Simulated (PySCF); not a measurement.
An unknown is described by computed data only.

Formula: C5H11N2PSi.

- Rotational structure: rotational constants A, B, C: 1.713, 0.933, 0.733 GHz [PBE0-D3(BJ)/def2-SVP]
- UV, strongest line: among the 10 lowest singlet transitions: S3 at 4.55 eV (272 nm, f = 0.053) [TDDFT CAM-B3LYP/def2-SVPD]
- UV, first state: lowest singlet excitation: 3.62 eV (342 nm, f = 0.002) [TDDFT CAM-B3LYP/def2-SVPD]
- 13C NMR: chemical shifts (computed TMS as zero) by class: 146.9 (2 C), 135.7 (2 C), 26.0 (1 C) ppm [GIAO PBE0/pcSseg-1]
- Valence photoelectron: vertical ionisation energy: 8.36 eV [ΔSCF CAM-B3LYP/def2-SVPD]
- NMR, other nuclei: isotropic shieldings of nuclei other than C and H, by class: 228 (1 N), 257 (1 N), 424 (1 Si), 297 (1 P) ppm [GIAO PBE0/pcSseg-1]
- 1H NMR: chemical shifts (computed TMS as zero) by class: 6.72 (2 H), 5.89 (2 H), 4.77 (3 H), 2.41 (3 H), 1.11 (1 H) ppm [GIAO PBE0/pcSseg-1]

The electronic properties come from PySCF, for the isolated species, density fitting. Levels stand in brackets. NMR shifts are as computed; neighbouring signals can stand in another order in a measured spectrum. The structure is a single PBE0-D3(BJ)/def2-SVP conformer in the gas phase; no vibrational or solvent corrections. NMR classes are plain means over equivalent atoms (diastereotopic ones count apart unless rotation or inversion swaps them), as if these changed places fast.

Q: What is the compound? Reason from the data.

A: Numbering: `[CH3:1][NH:2][P:3]1(=[N:4][SiH3:5])[CH:6]=[CH:7][CH:8]=[CH:9]1`. 5 carbons fall into 3 classes; from least to most shielded: alkene CH carbon [C7/C8] (146.9 ppm, 2 C, up to 2.9 ppm apart in this geometry), alkene CH carbon [C6/C9] (135.7 ppm, 2 C, up to 3.9 ppm apart in this geometry), N-methyl carbon [C1] (26.0 ppm). Hydrogen classes from least to most shielded: 2 H on 2 alkene CH carbons, C7/C8 (6.72 ppm), 2 H on 2 alkene CH carbons, C6/C9 (5.89 ppm), 3 H on an SiH3 silicon, Si5 (4.77 ppm), 3 H on an N-methyl carbon, C1 (2.41 ppm), 1 H on a nitrogen bonded to C, P and H, N2 (1.11 ppm). The other shieldings belong to: 228 ppm, nitrogen bonded to C, P and H [N2]; 257 ppm, nitrogen bonded to P and Si [N4]; 424 ppm, SiH3 silicon [Si5]; 297 ppm, phosphorus bonded to 2 C and 2 N [P3]. S1 is mainly HOMO→LUMO (weight 0.95); the largest Löwdin shares of the orbital it empties are 0.46 on the nitrogen bonded to P and Si, 0.10 on the SiH3 silicon, 0.07 on the phosphorus bonded to 2 C and 2 N and 0.07 on an alkene CH carbon, of the orbital it fills 0.19 on each of 2 atoms of one kind (alkene CH carbon) and 0.18 on each of 2 atoms of one kind (alkene CH carbon). The optimised geometry has point group C1 and is an asymmetric top. Structure: `CNP1(=N[SiH3])C=CC=C1`. The assignments are read from this structure; whether some other isomer fits the data as well wasn't checked.

The values belong to the conformer `[CH3:1][NH:2][P:3]1(=[N:4][SiH3:5])[CH:6]=[CH:7][CH:8]=[CH:9]1`: C1–N2–P3–N4 -172°.
